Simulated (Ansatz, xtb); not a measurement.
Species: TiO2 (charge +1, doublet). The spin state was set by rule; other spins were not relaxed. SMILES of the parent species: [O]=[Ti]=[O]
Coordinates optimised at B3LYP-D3(BJ)/def2-TZVP (Ansatz, a program for electronic structure):
```
Ti
O 1 1.6130
O 1 1.6915 2 95.95
```
Charge +1, spin multiplicity 2.

Harmonic wavenumbers from GFN2-xTB (xtb, at its own minimum), cm⁻¹: 167, 703, 763.

Question: Give the harmonic wavenumbers at B3LYP-D3(BJ)/def2-TZVP (Ansatz, finite differences of forces, unscaled).

Answer: 185, 348, 1006 cm⁻¹. Zero-point energy 2.2 kcal/mol.

Question: From these and the geometry, give the ideal-gas thermochemistry at 298.15 K and 1 atm (rigid rotor, harmonic oscillator).

Answer: Point group Cs, rotational symmetry number 1. Rotational constants 21.62, 10.46, 7.048 GHz. S(trans) 39.05, S(rot) 22.83, S(vib) 3.54, S(elec, spin only) 1.38, S 66.8 cal/(mol K). H(298) - H(0) 2.99 kcal/mol; G - E(el) -14.7 kcal/mol.
